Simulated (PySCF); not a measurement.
Computed IR spectrum (relative IR intensity) of a molecule C₄H₁₀OSi. Geometry optimised at PBE0-D3(BJ)/def2-SVP. The values are those of a single conformer. Level of theory: PySCF with PBE0-D3(BJ)/def2-SVP. Frequencies are harmonic and unscaled.

Lines under 2 % of the strongest are left out, and lines within 2 cm⁻¹ are merged.

| ν (cm⁻¹) | relative intensity |
|---|---|
| 485 | 4.4 |
| 679 | 3.1 |
| 713 | 4.2 |
| 739 | 19 |
| 843 | 5.5 |
| 879 | 16 |
| 897 | 77 |
| 905 | 8.6 |
| 946 | 34 |
| 988 | 12 |
| 1023 | 21 |
| 1033 | 8.9 |
| 1117 | 44 |
| 1234 | 4.7 |
| 1258 | 3.5 |
| 1264 | 11 |
| 1389 | 6.6 |
| 1430 | 3.7 |
| 2212 | 100 |
| 3014 | 54 |
| 3027 | 6.2 |
| 3070 | 18 |
| 3075 | 15 |
| 3106 | 8.2 |

### Question
Which molecule gave these data?
A. C=C(CC)[SiH2]O
B. CC1(C)C[SiH2]O1
C. C[SiH2]C1COC1
D. CO[SiH2]C1CC1

### Answer
C, C[SiH2]C1COC1
